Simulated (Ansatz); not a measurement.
Cu₂Se⁻. The state is a doublet with charge -1. Geometry PBE0-D4/def2-TZVP, that of the neutral singlet.

Cartesian coordinates in Å:
```
Cu 0.113 1.098 0.925
Cu -0.301 -1.391 0.222
Se 0.187 0.293 -1.147
```

At PBE-D4/def2-TZVPD, r2SCAN-D4/def2-TZVPD, PBE0-D4/def2-TZVPD the highest occupied level of the charge -1 doublet lies above zero (up to 0.76 eV). By energy differences its removal costs 1.33 eV (vertical, to the charge 0 singlet, at PBE-D4/def2-TZVPD); a positive level beside a positive removal energy at the same level points to self-interaction error. The structure comes from a short search, and lower isomers may exist.

Problem. Estimate the α-spin orbital energies around the gap (eV) in Ansatz with PBE-D4/def2-TZVPD, r2SCAN-D4/def2-TZVPD, PBE0-D4/def2-TZVPD.

Solution. 
| orbital | PBE-D4/def2-TZVPD | r2SCAN-D4/def2-TZVPD | PBE0-D4/def2-TZVPD |
| --- | --- | --- | --- |
| HOMO−5 | -1.14 | -1.27 | -3.02 |
| HOMO−4 | -1.06 | -1.19 | -3.01 |
| HOMO−3 | -1.03 | -1.16 | -2.45 |
| HOMO−2 | -0.51 | -0.61 | -1.68 |
| HOMO−1 | -0.18 | -0.30 | -1.20 |
| HOMO | 0.76 | 0.57 | 0.26 |
| LUMO | 1.24 | 1.13 | 1.79 |
| LUMO+1 | 2.72 | 2.87 | 3.22 |
| LUMO+2 | 3.12 | 3.36 | 3.55 |
| LUMO+3 | 3.14 | 3.63 | 3.64 |
| LUMO+4 | 3.42 | 3.98 | 3.83 |
| LUMO+5 | 3.64 | 4.00 | 4.12 |
| β HOMO | -0.10 | -0.22 | -1.13 |
| β LUMO | 1.34 | 1.57 | 2.09 |
